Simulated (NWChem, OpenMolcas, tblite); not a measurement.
# How methods differ on CBrClF2 (SMILES FC(F)(Cl)Br)

The species is CBrClF2 (5 atoms), meant as a singlet with charge 0. As SMILES, `FC(F)(Cl)Br`. The coordinates come from a PBE0-D4/def2-TZVP relaxation.

```tsv
atom	x (Å)	y (Å)	z (Å)
F	-1.1095	0.0248	0.8131
C	-0.0198	-0.0871	0.0671
F	0.8236	-0.8975	0.6904
Cl	-0.4448	-0.7706	-1.4923
Br	0.8004	1.6568	-0.1197
```

Each level gives the dipole moment (D). The values are calculated.

```json
{"level": "GFN2-xTB", "kind": "semi-empirical", "program": "tblite", "value (D)": "2.03"}
{"level": "HF/cc-pVDZ", "kind": "Hartree–Fock", "program": "NWChem", "value (D)": "0.63"}
{"level": "SVWN5/cc-pVDZ", "kind": "LDA", "program": "OpenMolcas", "value (D)": "0.16"}
{"level": "BLYP/cc-pVDZ", "kind": "GGA", "program": "OpenMolcas", "value (D)": "0.15"}
{"level": "M06-L/cc-pVDZ", "kind": "meta-GGA", "program": "NWChem", "value (D)": "0.29"}
{"level": "BHLYP/cc-pVDZ", "kind": "global hybrid", "program": "NWChem", "value (D)": "0.48"}
{"level": "CAM-B3LYP/cc-pVDZ", "kind": "range-separated hybrid", "program": "NWChem", "value (D)": "0.34"}
```

All-electron rows without a relativistic Hamiltonian named are non-relativistic. The values span 0.15 to 2.03 D. Magnitudes only: a small dipole may point the other way at some levels.
